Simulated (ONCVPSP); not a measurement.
## Transferability test, ONCV potential for Pd (Z = 46)

```json
{"Element": "palladium", "Generator": "ONCVPSP 4.0.1", "Type": "optimised norm-conserving Vanderbilt (ONCV)", "Functional": "PBE", "Relativity": "scalar-relativistic", "Frozen core": "[Ar] 3d10", "Valence charge": "18", "Reference configuration": "4s2 4p6 4d8 (charge +2)", "Partial waves": "4s: rc 1.45 bohr, ncon 4, nbas 8, qcut 8.4 1/bohr, 2 projectors, debl 1.9 Ha; 4p: rc 1.30 bohr, ncon 4, nbas 8, qcut 11.5 1/bohr, 2 projectors, debl 2.5 Ha; 4d: rc 1.90 bohr, ncon 3, nbas 8, qcut 7.2 1/bohr, 2 projectors, debl 1.5 Ha; f scattering state at 0.42 Ha: rc 1.85 bohr, ncon 4, nbas 8, qcut 6.4 1/bohr, 3 projectors, debl 0.7 Ha", "Local potential": "polynomial inside 1.25 bohr (lpopt 5, dvloc0 2 Ha)", "Core correction": "none"}
```

In the s channel the program set the typed energies aside and used -4.060, 0.250 Ha. In the p channel the program set the typed energies aside and used -2.796, 0.250 Ha.

Energies are relative to the spin-unpolarised reference configuration 4s2 4p6 4d8; without spin polarisation the order of configurations can differ from experiment.

```csv
valence configuration,charge,ΔE all-electron (eV),error AE − PS (meV)
4s2 4p6 4d7,+3,34.360,+19
4s2 4p6 4d6,+4,83.705,+123
```

Question: What are ΔE and the potential's error for 4s2 4p6 4d10?

Answer: ΔE = -29.934 eV all-electron; the error (AE − PS) is +19 meV.

Question: What are ΔE and the potential's error for 4s2 4p6 4d9?

Answer: ΔE = -20.818 eV all-electron; the error (AE − PS) is +11 meV.

Note: no bound ghost flagged; GHOST(+) flagged for f at 4.2 eV, s at 401.1 eV.
